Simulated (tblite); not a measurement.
Species: C4H6BF2 (doublet state).
SMILES with atom numbers: `[CH3:1]/[C:2]([B:3][F:4])=[CH:5]/[CH2:6][F:7]` (hydrogens: H8, H9, H10 on C1; H11 on C5; H12, H13 on C6)
Bond orders are those of one Lewis drawing.

Computed with GFN2-xTB (tblite), gas phase: L-BFGS steps from a force-field or distance-geometry start until the largest atomic force falls under 0.01 eV/Å.

Step 30: E = -605.4627 eV
```
atom  x, y, z in Å  |  force x, y, z in eV/Å
C1      1.9446   -0.0969    0.0186   -0.004  -0.009  -0.004
C2      0.4764    0.2696   -0.0849   -0.026  -0.020  -0.018
B3      0.1442    1.6866    0.2039   -0.019  -0.037   0.045
F4     -0.0101    2.8282   -0.3974    0.017   0.071  -0.057
C5     -0.4460   -0.7283   -0.2351   -0.022   0.015   0.003
C6     -1.9047   -0.4467   -0.3332    0.020   0.008   0.009
F7     -2.3965   -0.7803   -1.5883    0.009   0.000   0.052
H8      2.1295   -1.0201   -0.5221   -0.001  -0.030   0.018
H9      2.5688    0.6865   -0.4047    0.010   0.018   0.008
H10     2.2316   -0.2343    1.0598    0.010  -0.031  -0.004
H11    -0.1397   -1.7561   -0.3595   -0.006   0.043  -0.005
H12    -2.0990    0.6242   -0.1999   -0.057  -0.029   0.010
H13    -2.5037   -1.0319    0.3799    0.069  -0.001  -0.058
```

Step 31: E = -605.4633 eV
```
atom  x, y, z in Å  |  force x, y, z in eV/Å
C1      1.9421   -0.0947    0.0182    0.004  -0.013  -0.004
C2      0.4734    0.2690   -0.0834   -0.028   0.000  -0.037
B3      0.1432    1.6862    0.2054   -0.028   0.095  -0.009
F4      0.0102    2.8330   -0.3973    0.025  -0.043   0.001
C5     -0.4476   -0.7287   -0.2357   -0.011   0.014   0.020
C6     -1.9064   -0.4500   -0.3325    0.012   0.014  -0.002
F7     -2.3960   -0.7826   -1.5883   -0.005  -0.016   0.049
H8      2.1295   -1.0169   -0.5225   -0.009  -0.048   0.009
H9      2.5652    0.6887   -0.4067    0.007   0.026   0.022
H10     2.2278   -0.2331    1.0591    0.027  -0.022   0.006
H11    -0.1378   -1.7548   -0.3598   -0.013   0.016  -0.013
H12    -2.1042    0.6203   -0.2009   -0.048  -0.019   0.026
H13    -2.5037   -1.0360    0.3816    0.066  -0.004  -0.070
```

Step 32: E = -605.4638 eV
```
atom  x, y, z in Å  |  force x, y, z in eV/Å
C1      1.9426   -0.0954    0.0182    0.002  -0.014  -0.004
C2      0.4740    0.2697   -0.0837   -0.010   0.022  -0.029
B3      0.1412    1.6866    0.2064   -0.014   0.082  -0.004
F4      0.0077    2.8312   -0.3997    0.021  -0.024  -0.006
C5     -0.4476   -0.7263   -0.2365    0.004   0.009   0.025
C6     -1.9060   -0.4489   -0.3321    0.007   0.017  -0.010
F7     -2.3952   -0.7810   -1.5874   -0.016  -0.029   0.023
H8      2.1302   -1.0181   -0.5217   -0.016  -0.045   0.004
H9      2.5672    0.6871   -0.4068   -0.002   0.020   0.032
H10     2.2275   -0.2357    1.0594    0.027  -0.011   0.003
H11    -0.1371   -1.7517   -0.3598   -0.015  -0.008  -0.019
H12    -2.1085    0.6199   -0.2005   -0.035   0.001   0.037
H13    -2.5004   -1.0369    0.3813    0.045  -0.019  -0.051
```

Task: Estimate the geometry and energy of step 33. (The exact step hangs on the optimiser's Hessian estimate; all steps are aligned on step 32, rigid shifts and turns removed.)

Result: E = -605.4646 eV, largest force 0.071 eV/Å
```
atom  x, y, z in Å  |  force x, y, z in eV/Å
C1      1.9425   -0.0957    0.0179   -0.002  -0.013   0.000
C2      0.4736    0.2709   -0.0845    0.020   0.044  -0.010
B3      0.1389    1.6882    0.2084    0.005   0.070  -0.012
F4      0.0117    2.8308   -0.4028    0.016  -0.017  -0.007
C5     -0.4481   -0.7238   -0.2368    0.028   0.010   0.020
C6     -1.9059   -0.4484   -0.3317   -0.002   0.015  -0.018
F7     -2.3949   -0.7812   -1.5856   -0.027  -0.038  -0.021
H8      2.1301   -1.0197   -0.5207   -0.022  -0.027  -0.002
H9      2.5684    0.6870   -0.4063   -0.014   0.002   0.039
H10     2.2269   -0.2383    1.0592    0.021   0.003  -0.003
H11    -0.1363   -1.7482   -0.3604   -0.018  -0.030  -0.025
H12    -2.1152    0.6184   -0.1993   -0.017   0.025   0.045
H13    -2.4961   -1.0397    0.3798    0.011  -0.043  -0.007
```

The energy changes by -0.0007 eV. The first-order estimate −F·Δx gives -0.0011 eV and the mean of the old and new forces, exact on a quadratic surface, -0.0007 eV. The step makes an angle of 57° with the force vector and moves no atom by more than 0.007 Å.

What follows is the cost of the whole relaxation. On one thread, Arm Neoverse V2 (aarch64), shared host with 96 logical CPUs at a one-minute load of 88, this took 0.42 s of wall time.
